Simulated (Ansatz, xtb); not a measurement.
## Relative energy of two isomers of C4H5NOS

Structure I: `NC1=CC(=O)CS1`, a singlet. Structure II: `[H]/N=C1\CC(=O)CS1`, a singlet. Both are isolated molecules in the gas phase, relaxed with r2SCAN-D4/def2-SVP; the shapes shown needn't be the lowest conformers.

I (Å):

| atom | x (Å) | y (Å) | z (Å) |
| --- | --- | --- | --- |
| C | -0.8627 | -0.0582 | 0.1811 |
| C | -1.2932 | -1.3198 | 0.5149 |
| C | -1.6131 | -2.1584 | -0.6126 |
| C | -1.3827 | -1.3957 | -1.9421 |
| N | -0.5104 | 0.9415 | 1.0166 |
| O | -2.0113 | -3.3100 | -0.6243 |
| S | -0.7914 | 0.2797 | -1.5529 |
| H | -0.1102 | 1.7991 | 0.6597 |
| H | -0.4523 | 0.7689 | 2.0114 |
| H | -1.3907 | -1.6761 | 1.5418 |
| H | -2.3255 | -1.3431 | -2.5078 |
| H | -0.6377 | -1.9295 | -2.5519 |

II (Å):

```xyz
12

C    -1.4523    0.2107    0.5793
C    -1.0456   -0.2203   -0.8113
C    -0.2219    0.8718   -1.4660
C     0.4585    1.7589   -0.4237
N    -2.3504   -0.2542    1.3446
O    -0.0937    1.0347   -2.6524
S    -0.4441    1.5750    1.1472
H    -2.8383   -1.0350    0.8936
H    -1.9065   -0.4957   -1.4400
H    -0.3977   -1.1152   -0.7355
H     0.4613    2.8023   -0.7738
H     1.5096    1.4356   -0.3173
```

Task: Estimate E(II) − E(I) at the level CCSD(T)/def2-SVP + ΔMP2/def2-TZVPP.

Result: Calculated at CCSD(T)/def2-SVP + ΔMP2/def2-TZVPP: E(II) − E(I) = +28.1 kJ/mol, so structure I lies lower.

Level by level:

```csv
level,geometry,E(II) − E(I) (kJ/mol),departure from the last row (kJ/mol),"job, with rough time for the two"
GFN2-xTB,GFN2-xTB,+42.5,+14.4,"optimisation, 0.16 s"
HF/STO-3G,GFN2-xTB,−19.2,−47.3,"single point, 0.58 s"
r2SCAN-D4/def2-SVP//GFN2-xTB,GFN2-xTB,+55.7,+27.6,"single point, 6.9 s"
r2SCAN-D4/def2-SVP,r2SCAN-D4/def2-SVP,+52.8,+24.7,"optimisation, 2.3 min"
HF/def2-SVP,r2SCAN-D4/def2-SVP,+33.3,+5.2,part of the CCSD(T) run
MP2/def2-SVP,r2SCAN-D4/def2-SVP,+30.4,+2.3,part of the CCSD(T) run
CCSD(T)/def2-SVP,r2SCAN-D4/def2-SVP,+19.6,−8.5,single point
CCSD(T)/def2-SVP + ΔMP2/def2-TZVPP,r2SCAN-D4/def2-SVP,+28.1,,"single point, 1.8 min"
```

As drawn, II has 1 C=N, 1 C–C, 1 C–H in place of 1 C–N, 1 C=C, 1 N–H.

HF/STO-3G puts the two in the other order. The largest departure from CCSD(T)/def2-SVP + ΔMP2/def2-TZVPP is that of HF/STO-3G, 47.3 kJ/mol. The last row adds to CCSD(T) the change of the MP2 difference between the two basis sets, here +8.5 kJ/mol.

With thermal terms from frequencies at re-optimised GFN2-xTB minima (ideal gas, soft modes damped towards free rotors, one conformer each, 298.15 K, 1 atm): the zero-point term adds −0.5 kJ/mol; ΔH is +27.0 and ΔG +26.3 kJ/mol.

The correlated steps freeze 11 core orbitals. Run with Ansatz 0.2.0, xtb 6.7.1; the last row on 2 threads of Arm Neoverse V1 on a shared host.
